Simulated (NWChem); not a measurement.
# GaP2H5; SMILES [PH2][GaH][PH2]

```xyz
8

Ga    -0.5648    -0.0158     0.0000
H     -2.1390    -0.2032     0.0000
P      0.5732    -0.0914    -2.0475
H     -0.3144     0.8173    -2.6928
H      1.5397     0.8994    -1.7124
P      0.5732    -0.0914     2.0475
H      1.5397     0.8994     1.7124
H     -0.3144     0.8173     2.6928
```
Atoms are numbered in this order, from 1.

Results from NWChem. All runs use the structure optimised with B3LYP/6-31G* (spherical d). B3LYP is NWChem's, with the RPA form of VWN correlation.

Question: Order these by “highest occupied level (eV)”, lowest first: B3LYP/def2-SVP; OLYP/def2-SVP; LDA (Slater exchange, PW92)/def2-SVP; PBE/def2-SVP.

Answer: B3LYP/def2-SVP (-6.68), LDA (Slater exchange, PW92)/def2-SVP (-6.02), PBE/def2-SVP (-5.92), OLYP/def2-SVP (-5.74)
